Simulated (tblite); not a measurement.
Problem. What does the GFN2-xTB structure of `NC(C(S(=O)(=O)C)=C)=O` look like in three dimensions?

Solution. 
Z-matrix in Å and degrees, rows numbered from 1:
```
C 
C   1  1.3214
C   2  1.4963  1  123.26
N   3  1.3464  2  114.20  1  -159.04
O   3  1.2123  2  121.68  1    22.42
S   2  1.8055  1  117.89  3   178.49
C   6  1.8137  2  103.57  1  -110.93
O   6  1.4466  2  109.11  1   134.24
O   6  1.4338  2  109.06  1     4.88
H   1  1.0788  2  121.13  3     0.63
H   1  1.0773  2  120.11  3   179.96
H   4  1.0138  3  120.27  2     8.42
H   4  1.0072  3  118.10  2   174.35
H   7  1.0831  6  107.91  2  -176.80
H   7  1.0823  6  108.33  2   -56.85
H   7  1.0820  6  107.68  2    63.76
```

N4 (amide nitrogen) is almost planar (angles 120.3°, 120.1° and 118.1°, sum 358.5°, 0.08 Å off the plane of its three neighbours). The 2 C–C bonds span 1.321 Å (C1=C2, drawn double) to 1.496 Å (C2–C3, drawn single), a spread of 0.175 Å. H12 on N4 lies 1.86 Å from O8, 5 bonds away (angle at H 142°; Bondi radii sum to 2.72 Å): the geometry of an intramolecular hydrogen bond. Of the pairs four or more bonds apart, those above aside, S6···H12 is among the closest relative to their van der Waals radii: 2.52 Å, 84 % of the sum of Bondi's values.

Structure optimised with GFN2-xTB, isolated species.

Point group: C1 (no symmetry element, even within 0.4 Å). Its GFN2-xTB frequencies are all real (lowest 48 cm⁻¹). The numbers are those of one conformer (C1–C2–C3–N4 -159°, C2–C3–N4–H 8° and 174°, C1–C2–S6–C7 -111°). 3 starts were optimised and ended at 0.00, 0.00 and 2.70 kcal/mol (GFN2-xTB); the lowest of these is shown.

Hardware: one thread of an x86-64 server, shared host. These figures are those of the optimisation.

The numbers are calculated, not measured.
